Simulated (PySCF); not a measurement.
**`N#CC=C=C([SiH3])C#N`, C$_{5}$H$_{4}$N$_{2}$Si**

Cartesian coordinates in Å; atom numbers follow the order of the lines, from 1:
```xyz
12

N     3.792   -0.320   -0.925
C     2.880   -0.253   -0.213
C     1.773   -0.182    0.686
C     0.537    0.011    0.280
C    -0.705    0.144   -0.121
Si   -1.728   -1.414   -0.539
C    -1.321    1.425   -0.267
N    -1.882    2.431   -0.402
H     1.982   -0.291    1.758
H    -2.951   -1.406    0.311
H    -2.095   -1.358   -1.980
H    -0.862   -2.586   -0.239
```

Method used: PySCF 2.14.0, TDDFT CAM-B3LYP/aug-cc-pVDZ circular dichroism and optical rotation, one conformer, gas phase. Geometry: PBE0-D3(BJ)/def2-SVP.

No stereocentre is labelled: unless the shape is locked (an allene, a helicene, a hindered biaryl), the mirror image is equally populated and a measured rotation or CD is zero.

Draw the ECD and absorption spectra from the lowest 12 states, each a Gaussian of half-width 0.25 eV at 1/e height.


| E (eV) | λ (nm) | Δε (L mol⁻¹ cm⁻¹) | ε (L mol⁻¹ cm⁻¹) |
| --- | --- | --- | --- |
| 4.51 | 275 | +0.02 | 1.47 |
| 4.66 | 266 | +0.18 | 11.3 |
| 4.81 | 258 | +0.66 | 42.4 |
| 4.96 | 250 | +1.22 | 77.9 |
| 5.11 | 243 | +1.14 | 75 |
| 5.26 | 236 | +0.77 | 60.6 |
| 5.41 | 229 | +0.80 | 79 |
| 5.56 | 223 | +0.86 | 133 |
| 5.71 | 217 | +1.43 | 909 |
| 5.86 | 212 | +6.61 | 7070 |
| 6.01 | 206 | +19.97 | 28600 |
| 6.16 | 201 | +28.60 | 57700 |
| 6.31 | 197 | +17.48 | 57500 |
| 6.46 | 192 | +1.23 | 28300 |
| 6.61 | 188 | -4.87 | 6940 |
| 6.76 | 184 | -4.63 | 976 |
| 6.91 | 180 | -4.37 | 322 |
| 7.06 | 176 | -4.47 | 426 |
| 7.21 | 172 | -5.27 | 1070 |
| 7.36 | 169 | -6.43 | 3790 |

Δε uses R in velocity form, ε uses f in length form. Only the states computed contribute, so the short-wavelength end is incomplete.
